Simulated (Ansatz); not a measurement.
A nudged elastic band was laid between two geometries of AlClF₃H₅NOTa (13 atoms, charge 0, multiplicity 1).

Theory: RHF/def2-SVP in Ansatz 0.2.0.

| Property | Result |
| --- | --- |
| movable images | 5 |
| climbing image | yes |
| spring | 5.0 eV/Å² |
| optimiser | quadratic models (default) |
| start path | through a guess of the saddle point |
| force threshold | 0.05 eV/Å |
| iteration limit | 60 |
| end points | relaxed |

Image 0:

```xyz
13
Properties=species:S:1:pos:R:3
Ta 0.500 -0.241 -0.067
N 2.181 0.729 -0.125
H 2.725 0.956 0.690
H 2.560 1.146 -0.958
F 0.770 -0.507 1.778
F 0.399 -0.089 -1.942
F -0.810 1.058 0.208
Cl -1.531 -1.993 -0.053
O 1.269 -2.175 -0.362
Al 0.072 -3.622 -0.380
H -0.026 -4.228 -1.828
H 0.254 -4.496 0.914
H 2.200 -2.304 -0.491
```

Image 6:

```xyz
13
Properties=species:S:1:pos:R:3
Ta -0.074 -0.441 0.036
N 2.184 -0.048 -0.453
H 2.768 -0.241 0.346
H 2.287 0.930 -0.680
F 0.636 -0.436 1.796
F -0.179 -0.265 -1.850
F 0.020 1.466 0.105
Cl -2.345 -0.634 0.534
O 0.361 -2.266 -0.146
Al 0.686 -3.940 -0.308
H 2.159 -4.326 -0.711
H -0.463 -4.975 -0.051
H 2.525 -0.588 -1.233
```

**Question.** What changes between the two ends?

**Answer.** Bonds broken: Cl8–Al10, O9–H13. Bonds formed: N2–H13.

**Question.** What energy profile does the band end with?

**Answer.** The forces met the threshold. The highest image is number 2 of 0 to 6, 142.4 kJ/mol above the first end and 177.3 kJ/mol above the last; the last end lies 34.9 kJ/mol below the first. Neighbouring images differ by up to 1.6 eV, so the band resolves the path poorly. A vibrational analysis at the climbing image gives one clearly imaginary mode, 1811i cm⁻¹: a first-order saddle point. The orbitals stay closed-shell, which can raise the energy where a bond breaks towards radicals; this wasn't checked here.

| image | path coordinate (Å) | energy (kJ/mol) | Cl8–Al10 (Å) | O9–H13 (Å) | N2–H13 (Å) |
| --- | --- | --- | --- | --- | --- |
| 0 | 0.00 | 0.0 | 2.31 | 0.95 | 3.05 |
| 1 | 0.92 | 19.6 | 2.38 | 0.95 | 2.43 |
| 2 | 1.84 | 142.4 | 2.65 | 1.18 | 1.34 |
| 3 | 3.14 | -11.1 | 3.41 | 2.32 | 1.01 |
| 4 | 4.44 | -28.7 | 4.29 | 2.80 | 1.01 |
| 5 | 5.73 | -32.5 | 4.44 | 2.83 | 1.01 |
| 6 | 7.02 | -34.9 | 4.56 | 2.95 | 1.01 |

**Question.** What is the geometry of the highest image?

**Answer.** 
```xyz
13
Properties=species:S:1:pos:R:3
Ta 0.191 -0.285 -0.047
N 2.283 0.060 -0.233
H 2.799 0.367 0.576
H 2.628 0.519 -1.060
F 0.579 -0.222 1.791
F 0.197 0.122 -1.882
F -0.930 1.195 0.209
Cl -1.602 -1.956 -0.021
O 1.215 -2.026 -0.315
Al 0.430 -3.615 -0.391
H 0.191 -4.194 -1.830
H 0.469 -4.467 0.925
H 2.115 -1.265 -0.339
```

Run time: 6.6 min on 4 threads of Arm Neoverse V1, on a shared host, peak memory 0.54 GiB.
